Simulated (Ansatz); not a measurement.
Basis-set series for C$_{7}$H$_{6}$MoO$_{5}$S (`C[S+](C)[Mo-6]([C]#[O+])([C]#[O+])([C]#[O+])([C]#[O+])[C]#[O+]`). The species carries charge 0 and has multiplicity 1. Mo takes the def2 core potential. The geometry is a stationary point of PBE0-D4/def2-TZVP. It is one conformer, not always the lowest.

```xyz
20

C    -0.074   -0.792   -2.347
S     0.493   -1.219   -0.696
C    -0.842   -2.322   -0.214
Mo    0.394    0.874    0.768
C     0.346    2.493    1.907
O     0.310    3.430    2.563
C     1.002    2.041   -0.788
O     1.340    2.721   -1.639
C    -1.547    1.180    0.248
O    -2.638    1.359   -0.039
C     2.346    0.575    1.301
O     3.431    0.434    1.616
C    -0.207   -0.221    2.378
O    -0.545   -0.806    3.297
H    -0.119   -1.692   -2.960
H     0.656   -0.104   -2.772
H    -1.050   -0.307   -2.309
H    -0.629   -2.666    0.797
H    -1.799   -1.800   -0.225
H    -0.868   -3.178   -0.889
```

```json
{"functional": "PBE0-D4", "basis": "def2-SVP", "functions": "247", "energy (Eh)": "-1111.55800", "HOMO (eV)": "-6.27", "LUMO (eV)": "-1.61"}
{"functional": "PBE0-D4", "basis": "def2-TZVPP", "functions": "554", "energy (Eh)": "-1112.46743", "HOMO (eV)": "-6.33", "LUMO (eV)": "-1.71"}
{"functional": "ωB97M-V", "basis": "def2-SVP", "functions": "247", "energy (Eh)": "-1112.08637", "HOMO (eV)": "-8.01", "LUMO (eV)": "0.42"}
{"functional": "ωB97M-V", "basis": "def2-TZVPP", "functions": "554", "energy (Eh)": "-1113.01780", "HOMO (eV)": "-8.12", "LUMO (eV)": "0.27"}
```

Q: Give the rows for def2-QZVPP. (An estimate is asked.)

A: Ansatz gave: 
| functional | basis | functions | energy (Eh) | HOMO (eV) | LUMO (eV) |
| --- | --- | --- | --- | --- | --- |
| PBE0-D4 | def2-QZVPP | 1015 | -1112.51548 | -6.35 | -1.75 |
| ωB97M-V | def2-QZVPP | 1015 | -1113.06298 | -8.14 | 0.21 |

Positive LUMOs are unbound and depend on the basis.
